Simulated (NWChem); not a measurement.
System: CH₄BBrO₂; SMILES COB(O)Br

Input file for NWChem:

```
start job
memory heap 200 mb stack 900 mb global 1100 mb
geometry units angstroms noautoz
  B     -0.301578    -0.504460    -0.000203
  Br     0.067595     1.413194     0.000736
  O     -1.588425    -0.961819    -0.000498
  H     -2.232157    -0.232300     0.000114
  O      0.764241    -1.333873    -0.000388
  C      0.619889    -2.750595    -0.001275
  H      1.115456    -3.162601    -0.904204
  H      1.127194    -3.164415     0.894241
  H     -0.444279    -3.062059     0.005226
end
basis spherical
  B library def2-svp
  Br library def2-svp
  O library def2-svp
  H library def2-svp
  C library def2-svp
end
dft
  xc xcamb88 1.00 lyp 0.81 vwn_5 0.19 hfexch 1.00
  cam 0.33 cam_alpha 0.19 cam_beta 0.46
  iterations 150
  vectors input atomic output neutral.movecs
end
task dft energy
charge 1
dft
  odft
  mult 2
  vectors input atomic output cation.movecs
end
task dft energy
```

Geometry: optimised at PBE-D3(BJ)/def2-SVP.

Ions are spin-unrestricted doublets at the neutral geometry; other ion states weren't tried.

Question: Predict the main results of this run. (CAM-B3LYP/def2-SVP, vertical spin-unrestricted ions.) Quantities: vertical ionisation energy, ΔSCF (eV); −ε(HOMO) (eV).

Answer: 
- vertical ionisation energy, ΔSCF (eV) = 10.86
- −ε(HOMO) (eV) = 9.42
